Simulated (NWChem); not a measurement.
A series in which one site is exchanged, each optimised at PBE0/def2-SVP with NWChem, gas phase unless a solvent is named. All stand in one matching conformer (torsions within 35°), which need not be the lowest. For some, no frequency run checked for a minimum. def2 effective core potentials on Te; no spin-orbit coupling.

A: [F][Zn][O][SiH3] (ZnSiH3OF; site = Zn)
B: [SiH3]O[Te]F (SiH₃TeOF; site = Te)
C: [F][Be][O][SiH3] (BeSiH3OF; site = Be)

```json
[
 {"quantity": "dipole (D), PBE0/def2-SVP", "A": "[?]", "B": "2.34", "C": "1.27"},
 {"quantity": "orbital gap (eV), PBE0/def2-SVP", "A": "[?]", "B": "4.11", "C": "8.63"},
 {"quantity": "vertical ionisation energy, ΔSCF, CAM-B3LYP/def2-SVP (eV)", "A": "[?]", "B": "8.80", "C": "11.51"},
 {"quantity": "static polarisability, CAM-B3LYP/def2-SVPD (bohr³)", "A": "[?]", "B": "68.9", "C": "42.5"},
 {"quantity": "lowest singlet excitation, CAM-B3LYP/def2-SVPD, TDA (eV)", "A": "[?]", "B": "2.46", "C": "7.33"}
]
```

### Question
Fill in the missing entries.

### Answer

- dipole (D), PBE0/def2-SVP, A: 0.50
- orbital gap (eV), PBE0/def2-SVP, A: 6.93
- vertical ionisation energy, ΔSCF, CAM-B3LYP/def2-SVP (eV), A: 10.79
- static polarisability, CAM-B3LYP/def2-SVPD (bohr³), A: 49.8
- lowest singlet excitation, CAM-B3LYP/def2-SVPD, TDA (eV), A: 5.77
